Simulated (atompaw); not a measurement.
**u(r) = r·R(r): atom against pseudo-atom (europium (Eu))**

Columns: radius, all-electron u(r) and pseudo u(r) of the 6p shell (level -1.32 eV) of europium in the configuration [Kr] 4d10 4f6 5s2 5p6 5d1 6s2 6p0; PBEsol, scalar-relativistic, PAW (atompaw) scheme, atompaw 4.2.0.5.

```
r (bohr)  all-electron   pseudo
   0.115       -0.0283  -0.0034
   0.231       -0.0517  -0.0136
   0.346        0.0626  -0.0294
   0.462        0.1128  -0.0498
   0.577        0.0798  -0.0728
   0.692        0.0071  -0.0964
   0.808       -0.0701  -0.1189
   0.923       -0.1317  -0.1377
   1.038       -0.1722  -0.1513
   1.154       -0.1915  -0.1581
   1.269       -0.1921  -0.1570
   1.385       -0.1779  -0.1474
   1.500       -0.1527  -0.1298
   1.615       -0.1198  -0.1047
   1.731       -0.0815  -0.0728
   1.846       -0.0407  -0.0365
   1.962        0.0017   0.0033
   2.077        0.0437   0.0441
   2.192        0.0849   0.0849
   2.308        0.1248   0.1248
   2.423        0.1625   0.1625
   2.538        0.1980   0.1980
   2.654        0.2316   0.2316
   2.769        0.2624   0.2624
   2.885        0.2910   0.2910
   3.000        0.3171   0.3171
```

**Question.** How many radial nodes do the two functions have?

**Answer.** The all-electron 6p function has n − l − 1 = 4 (the table is too coarse to show those close to the nucleus); the pseudo-wave has 1, since 1 lower shell of the same l stays in the valence.

**Question.** At about which radius was the pseudo-wave matched?

**Answer.** 2.40 bohr. The columns agree to 0.0005 from 2.08 bohr on; several derivatives are matched, so the curves merge somewhat inside the radius.

**Question.** Is the pseudo-wave norm-conserving?

**Answer.** No, it belongs to a PAW set: the norm inside the radius is not constrained, and the difference is carried by the augmentation charge.
